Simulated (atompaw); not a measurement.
## How hard is this Pt (Z = 78) PAW (atompaw) potential?

platinum, PAW, made with atompaw 4.2.0.5 (PBE, scalar-relativistic). Core [Xe] 4f14, reference 5d9 6s0.75 6p0.25. Waves: 6s (bound): rc 3.00 bohr; 6s channel at 4.1 Ry: rc 2.65 bohr; 6p (bound): rc 3.00 bohr; 6p channel at 0.7 Ry: rc 3.00 bohr; 5d (bound): rc 3.00 bohr; 5d channel at -0.2 Ry: rc 2.35 bohr. Local part: bessel scheme, radius 2.70 bohr. Core correction: smooth core density matched at 2.70 bohr. Augmentation charge: sinc compensation charge, radius 2.95 bohr; PAW radius 3.00 bohr; waves and projectors: custom rrkj vanderbiltortho.

The pseudo-atom Hamiltonian at the reference potential is diagonalised in spherical Bessel functions j_l(qr) that vanish at 20 bohr, with q² up to the cutoff. All-electron valence levels (Ry): 6s -0.4469, 6p -0.0853, 5d -0.4919.

**Question.** How do the lowest levels (Ry) of each channel move with the cutoff, and are there ghosts?

**Answer.**

| cutoff (Ry) | s #1 | p #1 | d #1 | d #2 | f #1 | Σ f·Δε (mRy) |
| --- | --- | --- | --- | --- | --- | --- |
| 8 | -0.4469 | -0.0853 | -0.4852 | 0.0432 | 0.0921 | 60.1 |
| 10 | -0.4469 | -0.0853 | -0.4907 | 0.0430 | 0.0921 | 11.0 |
| 12 | -0.4469 | -0.0853 | -0.4917 | 0.0429 | 0.0921 | 2.0 |
| 15 | -0.4469 | -0.0853 | -0.4917 | 0.0428 | 0.0921 | 1.6 |
| 18 | -0.4469 | -0.0853 | -0.4918 | 0.0426 | 0.0921 | 0.5 |
| 21 | -0.4469 | -0.0853 | -0.4919 | 0.0426 | 0.0921 | 0.3 |
| 25 | -0.4469 | -0.0853 | -0.4919 | 0.0426 | 0.0921 | 0.3 |
| 400 | -0.4469 | -0.0853 | -0.4919 | 0.0426 | 0.0921 | 0.0 |

Result: no extra level below or beside the all-electron valence levels (s, p, d, f tested); 10 mRy is reached at 12 Ry and 1 mRy at 18 Ry.
